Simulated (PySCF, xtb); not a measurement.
Si(H)(SeH)3 (H4Se3Si), SMILES [SeH][SiH]([SeH])[SeH]. The values are those of a single conformer.

Harmonic wavenumbers (cm⁻¹) from GFN2-xTB (xtb) at its own minimum, in rising order: 53, 73, 79, 112, 121, 134, 265, 383, 389, 542, 573, 596, 622, 668, 2073, 2090, 2110, 2256.

Question: What does PBE-D3(BJ)/def2-SVP (PySCF) give at its own minimum? (An estimate is asked for; the answer gives what the named calculation found.)

Answer: 70, 83, 125, 171, 198, 235, 302, 417, 428, 575, 615, 650, 715, 784, 2154, 2337, 2340, 2357. Paired by order, the mean absolute difference is 79 cm⁻¹ and the zero-point energies are 18.8 and 20.8 kcal/mol.
